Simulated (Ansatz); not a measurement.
Several settings on one geometry of B8P7H24⁻, a nanocrystal cut from zinc blende BP (hydrogen-capped) (that of the charge -1 singlet, r2SCAN-D4/def2-SVP). Ansatz on 2 threads of AMD EPYC 7R13 on a shared host and a share (18 GiB) of an NVIDIA H100 80GB HBM3; times are rough.

```xyz
39

B    -3.5202    1.1867   -0.1942
B     1.1877   -3.5199   -0.1853
B    -1.1870   -1.1872   -0.0308
B    -1.1671    1.1706    2.0933
B     1.1662   -1.1628    2.0982
B     1.1871    1.1872   -0.0344
B    -1.1878    3.5191   -0.1988
B     3.5203   -1.1875   -0.1880
P    -2.5073   -0.2228   -1.0799
P    -2.2468    2.2477    0.8555
P    -0.2199   -2.5086   -1.0758
P     2.2462   -2.2446    0.8649
P     0.2205    2.5047   -1.0847
P     2.5079    0.2189   -1.0792
P    -0.0002    0.0019    1.0126
H    -4.1070    1.8432   -1.0399
H    -4.2558    0.5828    0.5733
H     1.8463   -4.1079   -1.0286
H     0.5821   -4.2544    0.5820
H    -1.8186   -1.8177    0.8012
H    -1.9070    0.4576    2.7546
H    -0.4528    1.9119    2.7517
H     0.4517   -1.9015    2.7593
H     1.9060   -0.4472    2.7569
H     1.8183    1.8206    0.7957
H    -1.8461    4.1038   -1.0447
H    -0.5829    4.2566    0.5660
H     4.1074   -1.8471   -1.0311
H     4.2555   -0.5809    0.5777
H    -3.3981   -1.1633   -1.6733
H    -1.8979    0.2370   -2.2826
H    -3.0878    3.0902    1.6337
H    -1.1586   -3.4007   -1.6702
H     0.2425   -1.9007   -2.2783
H     3.0868   -3.0843    1.6467
H    -0.2410    1.8923   -2.2852
H     1.1594    3.3947   -1.6819
H     1.8990   -0.2453   -2.2806
H     3.3991    1.1570   -1.6758
```

Totals from different functionals, basis sets or treatments of relativity can't be compared as stabilities.

The 6-31G sets use Cartesian d functions.

**Question.** Give the basis size and estimate the energy, ⟨S²⟩ and time of these runs.

| run | method | charge | state | further keys |
| --- | --- | --- | --- | --- |
| 1 | RKS B97/6-31G* | -1 | singlet | scf: {lower_state_search: off} |
| 2 | RKS r2SCANh/def2-mTZVPP | -1 | singlet | fitting: {mean_field: def2-universal-jkfit}; scf: {omitted_lower_state_checks: [starts]}; forces asked |
| 3 | RKS ωB97M-V/def2-mTZVP | -1 | singlet | final_grid: {core_spheres: 8, valence_spheres: 7, degree: 23}; scf: {omitted_lower_state_checks: [starts]}; forces asked |

**Answer.** 
```json
{"run": "1", "functions": "301", "energy (Eh)": "-2602.4617", "⟨S²⟩": "–", "wall time": "9.5 s"}
{"run": "2", "functions": "461", "energy (Eh)": "-2602.7534", "⟨S²⟩": "–", "wall time": "14 s"}
{"run": "3", "functions": "378", "energy (Eh)": "-2602.7261", "⟨S²⟩": "–", "wall time": "13 s"}
```

The highest occupied level of an anion often lies above zero with these methods, and sets without diffuse functions describe the outer electron poorly.
